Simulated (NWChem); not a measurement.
Species: C3H8Si; SMILES C/C=C\[SiH3]

Results from NWChem. Structure relaxed at the PBE0/def2-SVP level. Level PBE/def2-SVP: energy and gradient on several grids; changes count from the extra-fine grid, which is no exact limit either.

```tsv
grid	size of the energy change (μHa)	largest change of a gradient component (μHa/bohr)
xcoarse	30	2000
coarse	50	100
medium	< 10	80
fine	< 10	< 30
xfine	< 10	< 30
```
